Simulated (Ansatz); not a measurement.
`C[S][Al]([NH2])[F]` + H–F → `[NH2][Al]([F])[F]` + CH₃SH  (ligand exchange at the Al–S bond)

Isolated molecules relaxed with PBE0-D4/def2-TZVP in Ansatz; ΔE leaves out vibrations. CCSD(T)/CBS adds triple-zeta CCSD(T) − MP2 to the extrapolated MP2 energy (def2 sets, frozen cores). This one scheme is used for every species. DFT in def2-TZVPP. Each species was taken in one conformer, which may not be the lowest.

```csv
level,ΔE (eV)
PBE0-D4,-0.72
CCSD/CBS(def2),-0.84
```

**Question.** What does CCSD(T)/CBS give? (An estimate is asked.)

**Answer.** The calculation gave: -0.80 eV. The listed levels differ from it by 0.08, -0.04 eV.

Largest T1 diagnostic among the species: 0.012.

In def2-TZVPP, CCSD(T) changes the Hartree–Fock value by +0.16 eV (the triples alone add +0.04 eV) and MP2 by +0.18 eV. The D4 term adds +0.09 eV with B3LYP and +0.05 eV with PBE0; it sums over pairs of atoms, weighted by their polarisabilities, and B3LYP, whose exchange is more repulsive, gets the larger term.

B3LYP here is the variant with VWN-RPA as its local correlation; programs differ in this.
